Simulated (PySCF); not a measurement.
A calculated (M06-L, PySCF 2.14, cc-pVTZ-DK, scalar relativity by spin-free X2C-1e) atom or ion has these occupied shells.

| shell | electrons | orbital energy (eV) | rms radius, mean of both spins (bohr) |
| --- | --- | --- | --- |
| 1s α | 1 | -406.35 | 0.266 |
| 1s β | 1 | -404.72 | 0.266 |
| 2s α | 1 | -34.361 | 1.37 |
| 2s β | 1 | -30.368 | 1.37 |
| 2p α | 2 | -22.354 | 1.38 |

(1) Name the element and its charge.

Answers

(1) N⁺ (nitrogen, charge +1), in [He] 2s2 2p2, high-spin 3P determinant.
